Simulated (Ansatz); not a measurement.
Level of theory: Ansatz (a program for electronic structure) with B3LYP-D3(BJ)/def2-SVP. No frequencies were computed at this level.

Ansatz 0.2 input:
```yaml
crystal:
  periodic: [false, false, false]
  atoms:
    - { symbol: B, position_ang: [2.287264, -0.337182, -0.12225] }
    - { symbol: C, position_ang: [0.745205, -0.331501, -0.051948] }
    - { symbol: C, position_ang: [0.005259, -1.52115, -0.089784] }
    - { symbol: N, position_ang: [-1.309347, -1.61589, -0.03773] }
    - { symbol: C, position_ang: [-2.000995, -0.491155, 0.059057] }
    - { symbol: C, position_ang: [-1.414155, 0.759063, 0.107703] }
    - { symbol: C, position_ang: [-0.024513, 0.848688, 0.052098] }
    - { symbol: O, position_ang: [0.598561, 2.041773, 0.096108] }
    - { symbol: H, position_ang: [2.883012, 0.665786, -0.091485] }
    - { symbol: H, position_ang: [2.845368, -1.361049, -0.206931] }
    - { symbol: H, position_ang: [0.528111, -2.465411, -0.168214] }
    - { symbol: H, position_ang: [-3.076955, -0.601749, 0.099013] }
    - { symbol: H, position_ang: [-2.01967, 1.652346, 0.187069] }
    - { symbol: H, position_ang: [-0.047147, 2.757432, 0.167295] }
basis:
  gaussian: { orbitals: def2-svp }
hamiltonian:
  xc: b3lyp
  dispersion: d3bj
relax:
  max_steps: 150
```

Output:

```
Functional definition: B3LYP
1639 factors; integrals over basis functions are off by at most 4.4e-4 eV
mean field evaluation 1: about -9480.6691 eV, gradient 5.6e1 eV
mean field evaluation 2: about -9479.1593 eV, gradient 6.4e1 eV
mean field evaluation 4: about -9488.3018 eV, gradient 5.0e0 eV
mean field evaluation 8: about -9488.4224 eV, gradient 1.2e-1 eV
mean field evaluation 16: about -9488.4224 eV, gradient 5.3e-5 eV
mean field -9488.42239832 eV, -348.6930916544 hartree, gradient 5.3e-5 eV, S^2 0.000000; 0 other end points of the search recorded, 0 dependent functions left out
reference -9488.42266293 eV, -348.6931013788 hartree; 28, 28 occupied and 114, 114 virtual orbitals, 1639 factors
relax step   1: F+E_penalty+E_count = -9489.06716435 eV  Δ(F+E_penalty+E_count) = +0.000e0 eV  max|allowed force component| = 1.126e0 eV/Å  Δτ_max = 0.0000 Å  (28 SCF iters, accepted)
these checks for a lower state are left out or cut short: starts, cluster_reference, orbital_swaps, neighbouring_geometries, increment
1639 factors; integrals over basis functions are off by at most 4.5e-4 eV
mean field -9488.49025670 eV, -348.6955854041 hartree, gradient 8.9e-6 eV, S^2 0.000000; 0 other end points of the search recorded, 0 dependent functions left out
reference -9488.49052314 eV, -348.6955951955 hartree; 28, 28 occupied and 114, 114 virtual orbitals, 1639 factors
relax step   2: F+E_penalty+E_count = -9489.13326937 eV  Δ(F+E_penalty+E_count) = -6.611e-2 eV  max|allowed force component| = 3.951e-1 eV/Å  Δτ_max = 0.0303 Å  (34 SCF iters, accepted)
these checks for a lower state are left out or cut short: starts, cluster_reference, orbital_swaps, neighbouring_geometries, increment
1639 factors; integrals over basis functions are off by at most 4.5e-4 eV
mean field -9488.49896258 eV, -348.6959053394 hartree, gradient 8.9e-6 eV, S^2 0.000000; 0 other end points of the search recorded, 0 dependent functions left out
reference -9488.49922957 eV, -348.6959151509 hartree; 28, 28 occupied and 114, 114 virtual orbitals, 1639 factors
relax step   3: F+E_penalty+E_count = -9489.14123381 eV  Δ(F+E_penalty+E_count) = -7.964e-3 eV  max|allowed force component| = 3.921e-2 eV/Å  Δτ_max = 0.0224 Å  (34 SCF iters, accepted)
these checks for a lower state are left out or cut short: starts, cluster_reference, orbital_swaps, neighbouring_geometries, increment
1639 factors; integrals over basis functions are off by at most 4.5e-4 eV
mean field evaluation 32: about -9488.4369 eV, gradient 3.3e-1 eV
mean field -9488.49912512 eV, -348.6959113125 hartree, gradient 1.8e-5 eV, S^2 0.000000; 0 other end points of the search recorded, 0 dependent functions left out
reference -9488.49939201 eV, -348.6959211203 hartree; 28, 28 occupied and 114, 114 virtual orbitals, 1639 factors
relax step   4: F+E_penalty+E_count = -9489.14142221 eV  Δ(F+E_penalty+E_count) = -1.884e-4 eV  max|allowed force component| = 2.975e-2 eV/Å  Δτ_max = 0.0048 Å  (25 SCF iters, accepted)
these checks for a lower state are left out or cut short: starts, cluster_reference, orbital_swaps, neighbouring_geometries, increment
1639 factors; integrals over basis functions are off by at most 4.4e-4 eV
mean field -9488.49921487 eV, -348.6959146106 hartree, gradient 9.4e-6 eV, S^2 0.000000; 0 other end points of the search recorded, 0 dependent functions left out
reference -9488.49948166 eV, -348.6959244149 hartree; 28, 28 occupied and 114, 114 virtual orbitals, 1639 factors
relax step   5: F+E_penalty+E_count = -9489.14149577 eV  Δ(F+E_penalty+E_count) = -7.356e-5 eV  max|allowed force component| = 1.148e-2 eV/Å  Δτ_max = 0.0035 Å  (25 SCF iters, accepted)
these checks for a lower state are left out or cut short: starts, cluster_reference, orbital_swaps, neighbouring_geometries, increment
1639 factors; integrals over basis functions are off by at most 4.4e-4 eV
mean field -9488.49918352 eV, -348.6959134586 hartree, gradient 3.6e-5 eV, S^2 0.000000; 0 other end points of the search recorded, 0 dependent functions left out
reference -9488.49945033 eV, -348.6959232636 hartree; 28, 28 occupied and 114, 114 virtual orbitals, 1639 factors
relax step   6: F+E_penalty+E_count = -9489.14150272 eV  Δ(F+E_penalty+E_count) = -6.946e-6 eV  max|allowed force component| = 1.429e-3 eV/Å  Δτ_max = 0.0010 Å  (21 SCF iters, accepted)
1639 factors; integrals over basis functions are off by at most 4.4e-4 eV
mean field evaluation 64: about -9488.4992 eV, gradient 9.4e-5 eV
mean field -9488.49918352 eV, -348.6959134586 hartree, gradient 3.6e-5 eV, S^2 0.000000; 1 other end points of the search recorded, 0 dependent functions left out
reference -9488.49945033 eV, -348.6959232636 hartree; 28, 28 occupied and 114, 114 virtual orbitals, 1639 factors
Total energy: -9489.14176953 eV, -348.7195280589 hartree
Atom 0 at     2.279947    -0.341448    -0.121453 Å, force    -0.000571     0.000225     0.000026 eV/Å
Atom 1 at     0.745959    -0.315653    -0.051807 Å, force     0.000094     0.000235    -0.000164 eV/Å
Atom 2 at     0.012912    -1.525126    -0.091118 Å, force     0.000660    -0.000036     0.000117 eV/Å
Atom 3 at    -1.311967    -1.638863    -0.039110 Å, force    -0.000937     0.000797    -0.000126 eV/Å
Atom 4 at    -2.006228    -0.498741     0.059385 Å, force     0.001318    -0.000655     0.000057 eV/Å
Atom 5 at    -1.427678     0.768119     0.109005 Å, force    -0.000194    -0.000048    -0.000120 eV/Å
Atom 6 at    -0.030062     0.868975     0.052962 Å, force    -0.000489    -0.000411     0.000059 eV/Å
Atom 7 at     0.596919     2.055379     0.095562 Å, force    -0.000851     0.001429     0.000201 eV/Å
Atom 8 at     2.937617     0.665248    -0.090989 Å, force    -0.000405    -0.000259     0.000046 eV/Å
Atom 9 at     2.833366    -1.410870    -0.209434 Å, force     0.000516    -0.000299    -0.000058 eV/Å
Atom 10 at     0.575159    -2.463075    -0.171764 Å, force     0.000078    -0.000307     0.000015 eV/Å
Atom 11 at    -3.098007    -0.592678     0.102183 Å, force    -0.000240     0.000087     0.000121 eV/Å
Atom 12 at    -2.054317     1.661119     0.189874 Å, force    -0.000061     0.000158    -0.000078 eV/Å
Atom 13 at    -0.053622     2.767615     0.166703 Å, force     0.001083    -0.000915    -0.000095 eV/Å
Dipole moment:    -0.363273     0.621217     0.053008 e Å
```

Cost: roughly 60 core-seconds.
